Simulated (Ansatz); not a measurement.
Reaction (redistribution): `N[SiH2]O[SiH2]N` + `CC[CH2][AlH2]` → `N[SiH2]O[SiH3]` + `NCC[CH2][AlH2]`

Gas-phase electronic energies from Ansatz, PBE0-D4/def2-TZVP geometries. CBS: MP2 limit from def2 TZ/QZ plus the TZ coupled-cluster correction, frozen cores. Functionals use def2-TZVPP. B3LYP here is the variant with VWN-RPA as its local correlation; programs differ in this. One conformer a species, not always the lowest.

`N[SiH2]O[SiH2]N`:

```xyz
13

N    -0.466    2.711    0.133
Si    0.701    1.519   -0.213
O     0.162   -0.018   -0.083
Si    0.389   -1.637   -0.125
N    -0.978   -2.556    0.313
H    -1.201    2.924   -0.521
H    -0.751    2.901    1.080
H     1.813    1.699    0.754
H     1.143    1.733   -1.614
H     1.470   -1.974    0.835
H     0.743   -2.013   -1.516
H    -1.758   -2.658   -0.315
H    -1.268   -2.631    1.274
```

`CC[CH2][AlH2]`:

```xyz
13

C     1.909    0.031    0.346
C     0.593   -0.305   -0.338
C    -0.622    0.316    0.348
Al   -2.374   -0.050   -0.446
H     1.911   -0.322    1.382
H     2.761   -0.426   -0.165
H     2.072    1.112    0.369
H     0.478   -1.394   -0.382
H     0.637    0.022   -1.383
H    -0.505    1.409    0.404
H    -0.663    0.001    1.401
H    -3.688    0.558    0.215
H    -2.509   -0.951   -1.751
```

`N[SiH2]O[SiH3]`:

Z-matrix (Å, degrees):
```
Si
O 1 1.640
N 1 1.701 2 114.3
H 1 1.483 2 107.7 3 119.4
H 1 1.484 2 107.7 3 -119.4
Si 2 1.630 1 148.8 3 178.7
H 3 1.007 1 121.3 2 -75.2
H 3 1.007 1 121.3 2 75.3
H 6 1.484 2 108.5 1 -179.2
H 6 1.487 2 110.5 1 61.0
H 6 1.487 2 110.5 1 -59.4
```

`NCC[CH2][AlH2]`:

```xyz
15

N    -1.008   -0.253   -2.067
C    -0.100   -0.345   -0.956
C    -0.816   -0.433    0.379
C     0.196   -0.439    1.528
Al    1.418    1.055    1.158
H    -1.580    0.580   -2.007
H    -0.528   -0.242   -2.956
H     0.536   -1.226   -1.092
H     0.616    0.526   -0.912
H    -1.464   -1.316    0.374
H    -1.478    0.437    0.474
H    -0.314   -0.341    2.491
H     0.735   -1.392    1.555
H     2.994    0.874    1.010
H     0.792    2.515    1.022
```

Problem. Is it downhill or uphill in electronic energy at CCSD(T)/CBS, and by how much? (Best estimate.)

Solution. Computed: Uphill: ΔE = +33.7 kcal/mol.

Problem. What do these levels give: B3LYP-D4, ωB97X-V, r2SCAN, PBE0, B3LYP, SCS-MP2/def2-TZVPP? (An estimate is asked.)

Solution. Ansatz gave: B3LYP-D4 33.0, ωB97X-V 32.3, r2SCAN 32.7, PBE0 32.0, B3LYP 33.9, SCS-MP2/def2-TZVPP 33.7 kcal/mol.

Largest T1 diagnostic among the species: 0.011.

In def2-TZVPP, CCSD(T) changes the Hartree–Fock value by −2.5 kcal/mol (the triples alone add −0.5 kcal/mol) and MP2 by −1.2 kcal/mol. From PBE to PBE0 (25 % exact exchange), in def2-TZVPP and without D4, ΔE moves by +1.1 kcal/mol.
